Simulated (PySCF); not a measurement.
PySCF job for SiHF, SMILES F[SiH] (connectivity only; charge and spin as stated), neutral, multiplicity 1, B3LYP/pcSseg-2. The structure is a stationary point at r2SCAN-D4/def2-TZVPD. The isomer is the one that the SMILES or the coordinates give; other isomers of the formula were not compared.

```python
import numpy as np
from pyscf import gto, scf, dft
from pyscf.prop.nmr import rks as nmr

mol = gto.M(
    atom='''
    Si    0.11834582    0.59025924    0.00000000
    H    -1.39139653    0.89704828    0.00000000
    F    -0.02949388   -1.01785307    0.00000000
    ''',
    basis='pcSseg-2',
    charge=0,
    spin=0,
    max_memory=1600,
    verbose=3,
)
mf = dft.RKS(mol, xc='b3lyp')
mf.grids.level = 3
mf.conv_tol = 1e-10
mf.max_cycle = 100
mf.kernel()
n = nmr.NMR(mf)
n.verbose = 2
n.max_cycle_cphf = 60
sigma = n.kernel()
print('atom   isotropic/ppm   span/ppm')
for i, s in enumerate(sigma):
    w = np.linalg.eigvalsh((s + s.T) / 2)
    print(f'{mol.atom_symbol(i):2s}{i + 1:3d} {w.mean():14.3f} {w[2] - w[0]:11.3f}')
```

Program output:

```
converged SCF energy = -390.016904914826
atom   isotropic/ppm   span/ppm
Si  1       -143.858    1393.212
H   2         22.392      13.340
F   3         51.097     857.967
```

The calculation finished and met its thresholds.
